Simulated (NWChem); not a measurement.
Molecule: C₂H₃ClCuN; SMILES [Cl][Cu]<-[N]#CC

```xyz
8

Cu     0.2731     0.3041    -0.4356
Cl     1.2239     1.3746    -1.9618
C     -1.7484    -1.9568     2.7974
C     -1.0857    -1.2184     1.7399
N     -0.5503    -0.6202     0.8840
H     -1.7405    -1.3722     3.7399
H     -1.2326    -2.9219     2.9771
H     -2.8017    -2.1661     2.5204
```
Atoms are numbered in this order, from 1.

Results from NWChem. Pople sets run with spherical d functions. The geometry was optimised at PBE-D3(BJ)/def2-SVP. Not confirmed as a minimum by frequencies. Vzz is the largest principal value of the second derivative of the potential at the nucleus (NWChem prints the opposite sign); η is the asymmetry. Non-relativistic.

| level | Vzz Cu1 (a.u.) | η Cu1 | Vzz Cl2 (a.u.) | η Cl2 | Vzz N5 (a.u.) | η N5 |
|---|---|---|---|---|---|---|
| PBE0/def2-SVP | -0.170 | 0.00 | 1.365 | 0.00 | -0.431 | 0.00 |
| PBE0/def2-TZVP | ? | 0.00 | ? | 0.00 | ? | 0.00 |
| CAM-B3LYP/6-31G* | 0.943 | 0.00 | 0.968 | 0.00 | -0.431 | 0.00 |

Some entries are withheld; supply them.


- PBE0/def2-TZVP, Vzz Cu1 (a.u.): -0.712
- PBE0/def2-TZVP, Vzz Cl2 (a.u.): 1.321
- PBE0/def2-TZVP, Vzz N5 (a.u.): -0.556
